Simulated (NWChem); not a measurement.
System: aminoborane (BNH$_{4}$); SMILES BN

Here is an NWChem input.

```
start job
memory heap 200 mb stack 900 mb global 1100 mb
geometry units angstroms noautoz
  B      0.000000     0.000000     0.770382
  N      0.000000     0.000000    -0.614460
  H      0.000000    -1.047223     1.350301
  H      0.000000     1.047223     1.350301
  H      0.000000     0.841281    -1.165784
  H      0.000000    -0.841281    -1.165784
end
basis spherical
  * library sto-3g
end
dft
  xc xpbe96 cpbe96
  iterations 150
  mulliken
end
task dft gradient
```

Excerpt of the output:

```
             Northwest Computational Chemistry Package (NWChem) 7.3.0
             --------------------------------------------------------

 C2V symmetry detected

                             Geometry "geometry" -> ""
                             -------------------------

 Output coordinates in angstroms (scale by  1.889725989 to convert to a.u.)

  No.       Tag          Charge          X              Y              Z
 ---- ---------------- ---------- -------------- -------------- --------------
    1 B                    5.0000     0.00000000     0.00000000     0.77539925
    2 N                    7.0000     0.00000000     0.00000000    -0.60944275
    3 H                    1.0000     0.00000000    -1.04722300     1.35531825
    4 H                    1.0000     0.00000000     1.04722300     1.35531825
    5 H                    1.0000     0.00000000     0.84128100    -1.16076675
    6 H                    1.0000     0.00000000    -0.84128100    -1.16076675

 Effective nuclear repulsion energy (a.u.)      32.3173588831

      Symmetry information
      --------------------

 Group name             C2v
 Group number             16
 Group order               4
 No. of unique centers     4

  pbe96 is a nonlocal functional; adding pw91lda local functional.

                                 NWChem DFT Module
                                 -----------------

 Summary of "ao basis" -> "ao basis" (spherical)
 ------------------------------------------------------------------------------
       Tag                 Description            Shells   Functions and Types
 ---------------- ------------------------------  ------  ---------------------
 B                           sto-3g                  3        5   2s1p
 N                           sto-3g                  3        5   2s1p
 H                           sto-3g                  1        1   1s

      Symmetry analysis of basis
      --------------------------

        a1          8
        a2          0
        b1          2
        b2          4

            General Information
            -------------------
          SCF calculation type: DFT
          Wavefunction type:  closed shell.
          No. of atoms     :     6
          No. of electrons :    16
           Alpha electrons :     8
            Beta electrons :     8
          Charge           :     0
          Spin multiplicity:     1
          Use of symmetry is: on ; symmetry adaption is: on
          Maximum number of iterations: 150
          AO basis - number of functions:    14
                     number of shells:    10
          Convergence on energy requested:  1.00D-06
          Convergence on density requested:  1.00D-05
          Convergence on gradient requested:  5.00D-04

              XC Information
              --------------
          PerdewBurkeErnzerhof Exchange Functional  1.000
            Perdew 1991 LDA Correlation Functional  1.000 local
           PerdewBurkeErnz. Correlation Functional  1.000 non-local

             Grid Information
             ----------------
          Grid used for XC integration:  medium
          Radial quadrature: Mura-Knowles
          Angular quadrature: Lebedev.
          Tag              B.-S. Rad. Rad. Pts. Rad. Cut. Ang. Pts.
          ---              ---------- --------- --------- ---------
          B                   0.85       49           7.0       434
          N                   0.65       49           7.0       434
          H                   0.35       45           8.0       434
          Grid pruning is: on
          Number of quadrature shells:   188
          Spatial weights used:  Erf1

      Superposition of Atomic Density Guess
      -------------------------------------

 Sum of atomic energies:         -79.64031589

      Non-variational initial energy
      ------------------------------

 Total energy =     -79.986715
 1-e energy   =    -172.333738
 2-e energy   =      60.029665
 HOMO         =      -0.197383
 LUMO         =       0.276237

      Symmetry analysis of molecular orbitals - initial
      -------------------------------------------------

  Numbering of irreducible representations:

     1 a1          2 a2          3 b1          4 b2

  Orbital symmetries:

     1 a1          2 a1          3 a1          4 a1          5 b2
     6 a1          7 b2          8 b1          9 b1         10 a1
    11 b2         12 a1         13 a1         14 b2

     ---------------------------------------------
      Total Density - Mulliken Population Analysis
     ---------------------------------------------

    Atom       Charge   Shell Charges
 -----------   ------   -------------------------------------------------------
    1 B    5     4.63   1.99  1.05  1.58
    2 N    7     7.66   2.00  1.54  4.12
    3 H    1     1.12   1.12
    4 H    1     1.12   1.12
    5 H    1     0.73   0.73
    6 H    1     0.73   0.73

   convergence    iter        energy       DeltaE   RMS-Dens  Diis-err
 ---------------- ----- ----------------- --------- --------- ---------
 d= 0,ls=0.0,diis     1    -80.8415528764 -1.13D+02  6.20D-02  1.64D-01
 d= 0,ls=0.0,diis     2    -80.8097746906  3.18D-02  4.30D-02  3.88D-01
 d= 0,ls=0.0,diis     3    -80.8665506298 -5.68D-02  8.68D-03  1.25D-02
 d= 0,ls=0.0,diis     4    -80.8686934847 -2.14D-03  1.38D-03  3.32D-04
 d= 0,ls=0.0,diis     5    -80.8687515745 -5.81D-05  2.40D-04  8.38D-06
  Resetting Diis
 d= 0,ls=0.0,diis     6    -80.8687533596 -1.79D-06  1.46D-05  5.56D-08
 d= 0,ls=0.0,diis     7    -80.8687533676 -8.02D-09  5.71D-06  9.10D-10

         Total DFT energy =      -80.868753367636
      One electron energy =     -172.763191424025
           Coulomb energy =       71.988524898070
    Exchange-Corr. energy =      -12.411445724821
 Nuclear repulsion energy =       32.317358883140

 Numeric. integr. density =       16.000000268072

                  Occupations of the irreducible representations
                  ----------------------------------------------

                     irrep           alpha         beta
                     --------     --------     --------
                     a1                5.0          5.0
                     a2                0.0          0.0
                     b1                1.0          1.0
                     b2                2.0          2.0

                       DFT Final Molecular Orbital Analysis
                       ------------------------------------

 Vector    6  Occ=2.000000D+00  E=-2.806220D-01  Symmetry=a1
              MO Center= -5.3D-18,  1.1D-15,  9.3D-01, r^2= 1.6D+00
   Bfn.  Coefficient  Atom+Function         Bfn.  Coefficient  Atom+Function
  ----- ------------  ---------------      ----- ------------  ---------------
     5      0.391941  1 B  pz                10     -0.372481  2 N  pz
    11      0.339407  3 H  s                 12      0.339407  4 H  s
     2      0.294418  1 B  s                  7     -0.206159  2 N  s
    13      0.122477  5 H  s                 14      0.122477  6 H  s
     1     -0.103354  1 B  s                  6      0.049408  2 N  s

 Vector    7  Occ=2.000000D+00  E=-2.138956D-01  Symmetry=b2
              MO Center= -1.5D-31, -2.0D-15,  1.0D+00, r^2= 1.7D+00
   Bfn.  Coefficient  Atom+Function         Bfn.  Coefficient  Atom+Function
  ----- ------------  ---------------      ----- ------------  ---------------
     4      0.489452  1 B  py                11     -0.450220  3 H  s
    12      0.450220  4 H  s                 13     -0.162802  5 H  s
    14      0.162802  6 H  s                  9     -0.130238  2 N  py

 Vector    8  Occ=2.000000D+00  E=-1.847922D-01  Symmetry=b1
              MO Center= -1.8D-18, -7.1D-32, -3.4D-01, r^2= 9.1D-01
   Bfn.  Coefficient  Atom+Function         Bfn.  Coefficient  Atom+Function
  ----- ------------  ---------------      ----- ------------  ---------------
     8      0.852836  2 N  px                 3      0.370316  1 B  px

 Vector    9  Occ=0.000000D+00  E= 1.035599D-01  Symmetry=b1
              MO Center= -3.2D-22,  1.7D-37,  5.2D-01, r^2= 1.2D+00
   Bfn.  Coefficient  Atom+Function         Bfn.  Coefficient  Atom+Function
  ----- ------------  ---------------      ----- ------------  ---------------
     3      0.954533  1 B  px                 8     -0.566513  2 N  px

 Vector   10  Occ=0.000000D+00  E= 3.055314D-01  Symmetry=a1
              MO Center=  6.9D-19,  5.6D-16, -9.8D-01, r^2= 1.4D+00
   Bfn.  Coefficient  Atom+Function         Bfn.  Coefficient  Atom+Function
  ----- ------------  ---------------      ----- ------------  ---------------
     7      1.278260  2 N  s                 13     -0.850456  5 H  s
    14     -0.850456  6 H  s                 10     -0.430892  2 N  pz
     5      0.309700  1 B  pz                 2     -0.222624  1 B  s
     6     -0.187302  2 N  s                  1      0.050852  1 B  s
    11      0.039716  3 H  s                 12      0.039716  4 H  s

 Vector   11  Occ=0.000000D+00  E= 3.456527D-01  Symmetry=b2
              MO Center=  6.0D-33,  1.2D-16, -5.1D-01, r^2= 1.9D+00
   Bfn.  Coefficient  Atom+Function         Bfn.  Coefficient  Atom+Function
  ----- ------------  ---------------      ----- ------------  ---------------
     9      0.871413  2 N  py                13     -0.791521  5 H  s
    14      0.791521  6 H  s                  4      0.470033  1 B  py
    11      0.409163  3 H  s                 12     -0.409163  4 H  s

     ---------------------------------------------
      Total Density - Mulliken Population Analysis
     ---------------------------------------------

    Atom       Charge   Shell Charges
 -----------   ------   -------------------------------------------------------
    1 B    5     4.88   1.99  0.93  1.96
    2 N    7     7.44   1.99  1.49  3.95
    3 H    1     1.06   1.06
    4 H    1     1.06   1.06
    5 H    1     0.78   0.78
    6 H    1     0.78   0.78

     -------------------------------------------
      Total Density - Lowdin Population Analysis
     -------------------------------------------

    Atom       Charge   Shell Charges
 -----------   ------   -------------------------------------------------------
    1 B    5     5.03   1.98  0.92  2.13
    2 N    7     7.16   1.99  1.23  3.93
    3 H    1     1.06   1.06
    4 H    1     1.06   1.06
    5 H    1     0.85   0.85
    6 H    1     0.85   0.85

     Multipole analysis of the density
     ---------------------------------

     L   x y z        total         alpha         beta         nuclear
     -   - - -        -----         -----         ----         -------
     0   0 0 0     -0.000000     -8.000000     -8.000000     16.000000

     1   1 0 0      0.000000      0.000000      0.000000      0.000000
     1   0 1 0     -0.000000     -0.000000     -0.000000      0.000000
     1   0 0 1     -0.927123     -0.463561     -0.463561      0.000000

     2   2 0 0     -9.548972     -4.774486     -4.774486      0.000000
     2   1 1 0      0.000000      0.000000      0.000000      0.000000
     2   1 0 1      0.000000      0.000000      0.000000      0.000000
     2   0 2 0     -8.847702    -10.867586    -10.867586     12.887469
     2   0 1 1     -0.000000     -0.000000     -0.000000      0.000000
     2   0 0 2     -9.026097    -25.894255    -25.894255     42.762414

            General Information
            -------------------
          SCF calculation type: DFT
          Wavefunction type:  closed shell.
          No. of atoms     :     6
          No. of electrons :    16
           Alpha electrons :     8
            Beta electrons :     8
          Charge           :     0
          Spin multiplicity:     1
          Use of symmetry is: on ; symmetry adaption is: on
          Maximum number of iterations: 150
          AO basis - number of functions:    14
                     number of shells:    10
          Convergence on energy requested:  1.00D-06
          Convergence on density requested:  1.00D-05
          Convergence on gradient requested:  5.00D-04

              XC Information
              --------------
          PerdewBurkeErnzerhof Exchange Functional  1.000
            Perdew 1991 LDA Correlation Functional  1.000 local
           PerdewBurkeErnz. Correlation Functional  1.000 non-local

             Grid Information
             ----------------
          Grid used for XC integration:  medium
          Radial quadrature: Mura-Knowles
          Angular quadrature: Lebedev.
          Tag              B.-S. Rad. Rad. Pts. Rad. Cut. Ang. Pts.
          ---              ---------- --------- --------- ---------
          B                   0.85       49           7.0       434
          N                   0.65       49           7.0       434
          H                   0.35       45           8.0       434
          Grid pruning is: on
          Number of quadrature shells:   188
          Spatial weights used:  Erf1

          Convergence Information
          -----------------------
          Convergence aids based upon iterative change in
          total energy or number of iterations.
          Levelshifting, if invoked, occurs when the
          HOMO/LUMO gap drops below (HL_TOL):  1.00D-02
          DIIS, if invoked, will attempt to extrapolate
          using up to (NFOCK): 10 stored Fock matrices.

                    Damping( 0%)  Levelshifting(0.5)       DIIS
                  --------------- ------------------- ---------------
          dE  on:    start            ASAP                start
          dE off:    2 iters        150 iters           150 iters

                            NWChem DFT Gradient Module
                            --------------------------

  charge          =   0.00
  wavefunction    = closed shell

  Using symmetry

                         DFT ENERGY GRADIENTS

    atom               coordinates                        gradient
                 x          y          z           x          y          z
   1 B       0.000000   0.000000   1.465292    0.000000   0.000000  -0.013604
   2 N       0.000000   0.000000  -1.151680    0.000000   0.000000  -0.047693
   3 H       0.000000  -1.978965   2.561180    0.000000  -0.009735   0.005701
   4 H       0.000000   1.978965   2.561180    0.000000   0.009735   0.005701
   5 H       0.000000   1.589791  -2.193531    0.000000  -0.033853   0.024948
   6 H       0.000000  -1.589791  -2.193531    0.000000   0.033853   0.024948
```

Level: PBE/STO-3G. The geometry was optimised at PBE0-D3(BJ)/def2-TZVP.
